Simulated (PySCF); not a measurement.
# Distorted geometries of [Yb(H2O)3]3+

[Yb(H2O)3]3+ (singlet in the valence; each metal's 4f electrons, 13 of them, lie in its core potential, out of spins and levels). PySCF 2.14.0, RKS B3LYP, Yb lcecp-1-SVP with ECP59, O def2-SVP, H def2-SVP; non-relativistic Hamiltonian with scalar-relativistic core potentials where named; density fitting; no spin-orbit coupling. Relaxed geometry:

```xyz
10

Yb    0.0000    0.0000    0.0000
O     2.2060    0.0000    0.0000
H     2.8253    0.7329    0.2566
H     2.8253   -0.7329   -0.2566
O    -1.1030    1.9105    0.0000
H    -2.0473    2.0803    0.2566
H    -0.7779    2.8132   -0.2566
O    -1.1030   -1.9104    0.0000
H    -0.7780   -2.8132    0.2566
H    -2.0473   -2.0803   -0.2566
```

Q: Order these distorted geometries by energy above the relaxed one, lowest first.
A.
```xyz
10

Yb    0.0155    0.2077    0.0185
O     2.2234   -0.0048   -0.0751
H     2.9672    0.7453    0.2660
H     2.7524   -0.8070   -0.3327
O    -1.0813    1.7078   -0.0591
H    -2.1931    1.8363    0.0818
H    -0.7301    3.0523   -0.0847
O    -1.2447   -1.9140    0.1149
H    -0.6235   -2.6275    0.3220
H    -2.0857   -2.1960   -0.2516
```
B.
```xyz
10

Yb   -0.0867    0.0507   -0.0073
O     2.2147   -0.1797    0.0482
H     2.8955    0.7768    0.2177
H     3.1195   -0.6224   -0.2449
O    -1.1641    2.0155    0.0846
H    -2.0554    1.8468    0.2353
H    -0.9241    2.7451   -0.1594
O    -1.1895   -1.7256   -0.0284
H    -0.9225   -2.5288    0.1405
H    -1.8875   -2.3784   -0.2862
```
C.
```xyz
10

Yb   -0.0521   -0.0141    0.0030
O     2.2806   -0.0946    0.0835
H     2.8617    0.9189    0.0649
H     2.5781   -0.7389   -0.3142
O    -1.0538    1.9526   -0.1195
H    -1.9036    2.0446    0.3306
H    -0.8024    2.7630   -0.1293
O    -0.9731   -1.8909   -0.0174
H    -0.8542   -2.8697    0.2456
H    -2.0812   -2.0709   -0.1473
```

A: C (3.26 eV), A (3.33 eV), B (4.27 eV).

Q: Which forces (eV/Å) act in the one that lies 3.26 eV up?

A: 
```
Yb    1.90   0.65  -0.01
O    -6.33  15.78   6.95
H    -1.32  -4.58  -0.10
H     6.88 -11.12  -7.11
O    -2.55  -9.90   0.77
H    -1.44   0.03   0.25
H     3.64  10.08  -0.76
O    -4.91  -2.82   0.13
H     0.95   0.84  -0.18
H     3.19   1.03   0.08
```
Forces carry noise of the integration grid, about 0.01 to 0.03 eV/Å.

A frequency check found unstable modes (1, the lowest at -22 cm⁻¹), so the relaxed geometry is a saddle point, or these are noise. An lcecp potential fixes the number of 4f electrons, so in runs with it no electron can move into or out of that shell.
